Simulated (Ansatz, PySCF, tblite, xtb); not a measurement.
Potential energy curve for SiMg, lowest singlet found (which spin is the ground state isn't settled by this scan).

- RMP2/3-21G = restricted MP2 (frozen core)/3-21G (PySCF)
- RMP2 = MP2 on RHF/aug-cc-pVDZ, frozen core (Ansatz, a first-principles code)
- GFN1-xTB (xtb)
- GFN2-xTB, 300 K electronic temperature (tblite)
- RKS-B3LYP/6-311+G** = restricted B3LYP/6-311+G**, spherical d run with PySCF

Energies are in kJ/mol, each relative to the lowest point of its own curve between 2.11 and 3.14 Å, where full CI is lowest.

```json
[
 {"R / Å": "1.82", "RMP2/3-21G": "387.6", "RMP2": "360.7", "GFN1-xTB": "543.4", "GFN2-xTB": "692.9", "RKS-B3LYP/6-311+G**": "334.2"},
 {"R / Å": "1.98", "RMP2/3-21G": "198.7", "RMP2": "179.3", "GFN1-xTB": "197.4", "GFN2-xTB": "239.2", "RKS-B3LYP/6-311+G**": "164.8"},
 {"R / Å": "2.11", "RMP2/3-21G": "104.0", "RMP2": "90.3", "GFN1-xTB": "74.3", "GFN2-xTB": "88.3", "RKS-B3LYP/6-311+G**": "83.1"},
 {"R / Å": "2.18", "RMP2/3-21G": "69.2", "RMP2": "58.2", "GFN1-xTB": "39.4", "GFN2-xTB": "46.9", "RKS-B3LYP/6-311+G**": "53.9"},
 {"R / Å": "2.31", "RMP2/3-21G": "27.0", "RMP2": "20.3", "GFN1-xTB": "7.4", "GFN2-xTB": "9.3", "RKS-B3LYP/6-311+G**": "19.6"},
 {"R / Å": "2.41", "RMP2/3-21G": "9.6", "RMP2": "5.8", "GFN1-xTB": "0.2", "GFN2-xTB": "0.5", "RKS-B3LYP/6-311+G**": "6.2"},
 {"R / Å": "2.46", "RMP2/3-21G": "4.6", "RMP2": "2.1", "GFN1-xTB": "0.0", "GFN2-xTB": "0.0", "RKS-B3LYP/6-311+G**": "2.6"},
 {"R / Å": "2.55", "RMP2/3-21G": "…", "RMP2": "0.0", "GFN1-xTB": "3.2", "GFN2-xTB": "3.3", "RKS-B3LYP/6-311+G**": "0.0"},
 {"R / Å": "2.60", "RMP2/3-21G": "0.0", "RMP2": "0.9", "GFN1-xTB": "6.5", "GFN2-xTB": "6.8", "RKS-B3LYP/6-311+G**": "0.3"},
 {"R / Å": "2.70", "RMP2/3-21G": "2.3", "RMP2": "…", "GFN1-xTB": "14.9", "GFN2-xTB": "16.4", "RKS-B3LYP/6-311+G**": "3.5"},
 {"R / Å": "2.86", "RMP2/3-21G": "10.8", "RMP2": "18.5", "GFN1-xTB": "31.4", "GFN2-xTB": "36.1", "RKS-B3LYP/6-311+G**": "13.2"},
 {"R / Å": "2.99", "RMP2/3-21G": "19.2", "RMP2": "30.6", "GFN1-xTB": "45.6", "GFN2-xTB": "53.9", "RKS-B3LYP/6-311+G**": "23.2"},
 {"R / Å": "3.14", "RMP2/3-21G": "28.5", "RMP2": "44.1", "GFN1-xTB": "61.5", "GFN2-xTB": "74.8", "RKS-B3LYP/6-311+G**": "35.2"},
 {"R / Å": "3.37", "RMP2/3-21G": "…", "RMP2": "61.7", "GFN1-xTB": "80.8", "GFN2-xTB": "107.0", "RKS-B3LYP/6-311+G**": "52.3"},
 {"R / Å": "3.69", "RMP2/3-21G": "51.6", "RMP2": "79.0", "GFN1-xTB": "94.1", "GFN2-xTB": "127.0", "RKS-B3LYP/6-311+G**": "71.2"},
 {"R / Å": "4.05", "RMP2/3-21G": "58.9", "RMP2": "90.6", "GFN1-xTB": "104.6", "GFN2-xTB": "149.4", "RKS-B3LYP/6-311+G**": "85.5"},
 {"R / Å": "4.50", "RMP2/3-21G": "63.6", "RMP2": "98.2", "GFN1-xTB": "117.0", "GFN2-xTB": "173.1", "RKS-B3LYP/6-311+G**": "95.7"},
 {"R / Å": "4.92", "RMP2/3-21G": "66.2", "RMP2": "101.7", "GFN1-xTB": "…", "GFN2-xTB": "—", "RKS-B3LYP/6-311+G**": "100.5"},
 {"R / Å": "5.54", "RMP2/3-21G": "68.4", "RMP2": "104.1", "GFN1-xTB": "132.7", "GFN2-xTB": "—", "RKS-B3LYP/6-311+G**": "103.5"},
 {"R / Å": "6.26", "RMP2/3-21G": "69.7", "RMP2": "105.1", "GFN1-xTB": "…", "GFN2-xTB": "—", "RKS-B3LYP/6-311+G**": "104.3"},
 {"R / Å": "7.31", "RMP2/3-21G": "70.2", "RMP2": "105.5", "GFN1-xTB": "136.5", "GFN2-xTB": "—", "RKS-B3LYP/6-311+G**": "104.5"},
 {"R / Å": "8.61", "RMP2/3-21G": "70.3", "RMP2": "105.7", "GFN1-xTB": "…", "GFN2-xTB": "—", "RKS-B3LYP/6-311+G**": "104.4"}
]
```

Fill in the missing entries.


- 2.55, RMP2/3-21G: 0.4
- 2.70, RMP2: 5.7
- 3.37, RMP2/3-21G: 40.3
- 4.92, GFN1-xTB: 125.8
- 6.26, GFN1-xTB: 135.4
- 8.61, GFN1-xTB: 136.7

Dashes: no converged value, or the column stops at the first point that the program doubted or that broke a chosen test of continuity, which isn't proof of a fault.

The restricted form behind RMP2/3-21G, RMP2, RKS-B3LYP/6-311+G** keeps the bonding electrons paired and can't separate into open-shell fragments.
